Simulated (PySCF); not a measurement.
Al(OH)2 (AlH2O2), SMILES [OH][Al+][OH], charge +1.

Coordinates come from a B3LYP-D3(BJ)/def2-TZVP optimisation. The spin state was assumed, not searched. The isomer is the one that the SMILES or the coordinates give; other isomers of the formula were not compared. The values are those of a single conformer.

Computed with PySCF 2.14.0 with IEF-PCM-ωB97X/def2-SVP.

The values are the electrostatic part of the solvation free energy, E(continuum) − E(gas) at the gas-phase geometry, in a cavity of scaled van der Waals radii (PySCF's table); cavitation and dispersion terms are not included. A continuum can't describe solvent molecules that bind to the metal. In vacuum the orbital gap is 12.39 eV.

Estimate the values in water (ε = 78.36), toluene (ε = 2.37), ethanol (ε = 24.85). (Estimate from the structure and the level; the computed values follow.)


| solvent | ε | ΔG(elec) (kcal/mol) | gap (eV) |
|---|---|---|---|
| water | 78.36 | -70.9 | 12.66 |
| toluene | 2.37 | -40.7 | 12.50 |
| ethanol | 24.85 | -68.8 | 12.65 |
